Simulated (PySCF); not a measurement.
# SiOs at ROHF-MP2

Computed with ROHF-MP2; PySCF, scalar-relativistic core potentials, basis sets Si def2-TZVPP, Os def2-TZVPP with ECP60.

```
state                          : ³Σ⁻ (triplet), unpaired electrons δ ↑↑
bond length                    : 2.113 Å
harmonic wavenumber            : 587 cm⁻¹
force constant                 : 4.95 mdyn/Å
rotational constant Be         : 0.1546 cm⁻¹
anharmonicity ωexe             : 0.464 cm⁻¹
vibration–rotation constant αe : 0.000353 cm⁻¹
```

Correlated steps freeze 5 core orbitals. These are scalar-relativistic numbers at best; spin–orbit coupling would shift them, the dissociation energy most. The state is the lowest single determinant that the PBE0 search found; with open d or f shells the true ground state can be another one.
